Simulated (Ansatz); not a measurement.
Calculated with Ansatz (gas phase, PBE0-D4/def2-TZVP geometries, no zero-point term in ΔE). CCSD(T)/CBS adds triple-zeta CCSD(T) − MP2 to the extrapolated MP2 energy (def2 sets, frozen cores). DFT in def2-TZVPP. B3LYP here is the variant with VWN-RPA as its local correlation; programs differ in this. For Ga outer-core shells are correlated without core-valence functions, which leaves a few kJ/mol of doubt a bond. Scalar relativity is left out up to krypton. Each species was taken in one conformer, which may not be the lowest.

Consider the redistribution: `[SH][Ga]([Cl])[Cl]` + `O[Si@H](Cl)[Si@@H](O)F` → `[OH][Ga]([SH])[Cl]` + `O[SiH](F)[SiH](Cl)Cl`.

Task: Is it downhill or uphill in electronic energy at CCSD(T)/CBS, and by how much? (Estimate.)

Result: Ansatz gave: Uphill: ΔE = +0.56 eV.

Task: What do these levels give: PBE-D4, r2SCAN-D4, B2PLYP, r2SCAN, PBE0, B3LYP, HF/def2-TZVPP, MP2/def2-TZVPP, SCS-MP2/def2-TZVPP, CCSD(T)/def2-TZVPP, HF/def2-QZVPP, HF/CBS(def2)? (Best estimate.)

Result: Computed: PBE-D4 0.52, r2SCAN-D4 0.58, B2PLYP 0.59, r2SCAN 0.58, PBE0 0.58, B3LYP 0.61, HF/def2-TZVPP 0.73, MP2/def2-TZVPP 0.55, SCS-MP2/def2-TZVPP 0.56, CCSD(T)/def2-TZVPP 0.58, HF/def2-QZVPP 0.72, HF/CBS(def2) 0.72 eV.

Largest T1 diagnostic among the species: 0.013.

In def2-TZVPP, CCSD(T) changes the Hartree–Fock value by −0.16 eV (the triples alone add −0.02 eV) and MP2 by −0.18 eV. From PBE to PBE0 (25 % exact exchange), in def2-TZVPP and without D4, ΔE moves by +0.05 eV.
